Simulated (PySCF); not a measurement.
Diatomic anions of Ca with group 14

CCSD(T) with double-zeta basis sets in PySCF, for the lowest determinant that a PBE0 search found; no spin–orbit coupling. De refers to high-spin ground-configuration atoms (the charge goes to the atom of lower measured ionisation energy or higher electron affinity, which is not always the lowest computed limit).

```tsv
M	basis	reference, frozen orbitals	charged atom	state (unpaired electrons)	Re (Å)	ωe (cm⁻¹)	De (eV)
C	def2-SVPD	UHF, 6	C−	quartet (σ ↑, π ↑↑)	2.436	396	n/a
Si	def2-SVPD	UHF, 10	Si−	quartet (σ ↑, π ↑↑)	3.058	196	n/a
Sn	def2-SVPD	ROHF, 9	Sn−	quartet (σ ↑, π ↑↑)	3.318	126	1.15
```

The shortest bond is that of CaC⁻ (2.436 Å), the longest that of CaSn⁻ (3.318 Å).

Relativity is treated differently too: C no relativity; Si no relativity; Sn scalar-relativistic core potentials.

De is n/a where a free atom or ion gave no sound limit at this level.

Down a group bonds as a rule get longer and wavenumbers fall, partly through the reduced mass; this series shows no clear exception.

Correlated steps freeze the inner cores (6 to 10 orbitals); shallow outer-core shells are correlated. UHF and ROHF references stand side by side, which adds small steps between rows. Correlated levels converge slowly with the basis: in double zeta they bind strong bonds too weakly, by up to about 1 eV, and carry superposition errors of some tenths. These are scalar-relativistic numbers at best; spin–orbit coupling would shift them, the dissociation energy most. For an ion De counts to the pair picked by the measured ionisation energies or electron affinities, which need not be the lowest pair at this level. States were picked by a PBE0 search and need not be the measured ground states.
